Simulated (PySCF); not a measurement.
# Dipole response of Ni⁺ (nickel, charge +1)

[Ar] 3d9, 2D determinant. Computed with PySCF 2.14 in aug-cc-pVTZ with one added diffuse shell each of s, p, d, f, g type (9s8p6d4f3g, 118 functions), with the non-relativistic Hamiltonian (point nucleus). Coupled (time-dependent) response in atomic units; α is the mean over directions.

```
method  mean α (bohr³)         α xx, yy, zz  C₆ (like pair)  S(−4)
  PBE0           7.972  7.535, 7.535, 8.846           27.30  55.79
```

S(−4) is the Cauchy moment in α(ω) = α(0) + S(−4) ω² + …

α(iu) at PBE0:

```
u (hartree)  α(iu) (bohr³)
          0          7.972
     0.0500          7.837
      0.100          7.473
      0.200          6.438
      0.300          5.447
      0.500          4.052
      0.750          3.024
       1.00          2.385
       1.50          1.634
       2.00          1.208
       3.00         0.7510
       5.00         0.3799
```

A single London oscillator, α(iu) = α/(1 + u²/ω²), gives C₆ = (3/4) ω α². Matching the computed C₆ needs ω = 4 × 27.30 / (3 × 7.972²) = 0.573 hartree.

For an ion, C₆ is the dispersion term alone; charge-induced terms of lower order in 1/R come first.

The components differ because the open shell of this determinant is not spherical; for a pure term their mean is the scalar polarisability.
